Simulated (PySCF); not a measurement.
# Indium: a sound run and one with changed settings

Sound run: In⁺ [Kr] 4d10 5s2, In²⁺ [Kr] 4d10 5s1. Computed with PySCF 2.14 in def2-SVP with the def2 core potential (28 electrons) (4s4p2d, 26 functions), with a scalar-relativistic core potential. The sound run starts from symmetry-adapted Hartree-Fock orbitals and uses a fine grid where one is needed.

Changed run: radial step 0.5 in ln r (0.13 in the sound run). This setting is unsound on purpose.

```tsv
species	method	sound run (hartree)	changed run (hartree)	converged
In⁺	UHF	-189.01529	-189.01529	yes
In⁺	TPSS	-189.82518	-189.85156	yes
In⁺	BP86	-190.01670	-190.08092	yes
In²⁺	UHF	-188.39055	-188.39055	yes
In²⁺	TPSS	-189.13523	-189.15991	yes
In²⁺	BP86	-189.31057	-189.37421	yes
```

Ionisation energy of In⁺:

| method | sound run (eV) | changed run (eV) |
| --- | --- | --- |
| UHF | 17.000 | 17.000 |
| TPSS | 18.775 | 18.821 |
| BP86 | 19.215 | 19.231 |

A coarse radial grid mis-integrates the density and the exchange-correlation energy, with errors of either sign; Hartree-Fock needs no grid.

For comparison, NIST gives 18.870 eV between the lowest levels.
